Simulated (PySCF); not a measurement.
Molecular orbitals of CsNa

PBE0 at R = 3.900 Å; basis Cs x2c-TZVPall, Na x2c-TZVPall; spin-free X2C with a Gaussian nucleus; PySCF 2.14. State: ¹Σ⁺ (singlet), closed shell. Only the outer orbitals are listed, counted within each symmetry.

| orbital | occ. | ε (eV) | on Cs (%) | main shells (%) |
| --- | --- | --- | --- | --- |
| 12σ | 2 | -30.90 | 0 | 100 Na p |
| 6π | 2 | -30.90 | 0 | 100 Na p |
| 6π | 2 | -30.90 | 0 | 100 Na p |
| 13σ | 2 | -29.16 | 100 | 100 Cs s |
| 7π | 2 | -15.02 | 100 | 100 Cs p |
| 7π | 2 | -15.02 | 100 | 100 Cs p |
| 14σ | 2 | -14.95 | 100 | 100 Cs p |
| 15σ | 2 | -2.97 | 40 | 58 Na s, 35 Cs s |
| 16σ | 0 | -1.20 | 74 | 45 Cs s, 27 Cs p, 19 Na s |
| 8π | 0 | -0.47 | 72 | 64 Cs p, 28 Na p |
| 8π | 0 | -0.47 | 72 | 64 Cs p, 28 Na p |

Problem. Which are the highest filled and the lowest empty level, where do they sit, and how wide is the gap?

Solution. Highest filled 15σ at -2.97 eV (in %: 58 Na s, 35 Cs s); lowest empty 16σ at -1.20 eV (in %: 45 Cs s, 27 Cs p, 19 Na s); the gap at PBE0 is 1.77 eV.

The bond order (Mayer) is 0.97 and the ⟨S²⟩ is 0.000. The charge on Cs (Mulliken, basis-dependent) is 0.22. The charge on Cs (Löwdin, basis-dependent) is 0.16, the dipole moment (positive dipole means Cs(−)Na(+)) is -4.90 D and the polarisability along the bond is 592.3 bohr³. The polarisability across the bond is 325.2 bohr³.

Closed-shell solutions of metal pairs were not tested for spin polarisation, which can lower them a little. Spin–orbit coupling is left out.
